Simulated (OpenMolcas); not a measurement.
A calculation on Br VI.

```yaml
Program: OpenMolcas 26.06
Method: "SS-RASPT2, IPEA 0.25 Eh, imaginary shift 0.1 Eh (closed shells correlated: 3d)"
Basis: ANO-RCC-VTZP [6s5p3d1f]
Scalar_Hamiltonian: DKH2, point nucleus
Active_space: 2 electrons in 9 orbitals (RAS2 4s 4p; RAS3 4d, at most 2 electrons)
State_averaging: 2S+1 = 3 even, 3 roots; 2S+1 = 1 even, 7 roots; 2S+1 = 3 odd, 3 roots; 2S+1 = 1 odd, 3 roots
Spin-orbit_coupling: RASSI with atomic mean-field integrals over the reference wave functions, term energies averaged over their components
```

Task: Which level of the active space comes out lowest?

Result: 4s² ¹S₀, with 100 % of that term; it is also the measured ground level.

Task: How high does 4s 4p ³P°₀ lie?

Result: 100957 cm⁻¹ above the lowest level; measured 104316 cm⁻¹ above the ground level, so the calculation is off by -3 %.

Task: How high does 4s 4p ³P°₁ lie?

Result: 102910 cm⁻¹ above the lowest level; measured 106431 cm⁻¹ above the ground level, so the calculation is off by -3 %.

Task: How high does 4s 4p ³P°₂ lie?

Result: 107312 cm⁻¹ above the lowest level; measured 111336 cm⁻¹ above the ground level, so the calculation is off by -4 %.

Task: The level at 243534 cm⁻¹ has J = 2. What is it made of, and what is its g factor?

Result: 81 % 4p² ¹D₂, 18 % 4p² ³P; g = 1.093, against 1.000 from Landé's formula for the pure leading term.

Measured values: Moore, Atomic Energy Levels, vol. II, NSRDS-NBS 35 (1971 reprint of NBS Circular 467, 1952).

Active for correlation alone: 4d; no level in the range computed is led by a configuration that fills it, so any true level of that kind is missing. Some terms mix strongly with configurations of 4d, whose occupation reaches 0.18 (4p² ¹D). Measured partners are found by configuration, term and J. A level has none where our copy of the source lacks it or the pairing is in doubt (some pairs that miss far off the trend of their configuration count as doubtful), and it then counts in no deviation. Only configurations of the active space appear.

° marks odd parity.
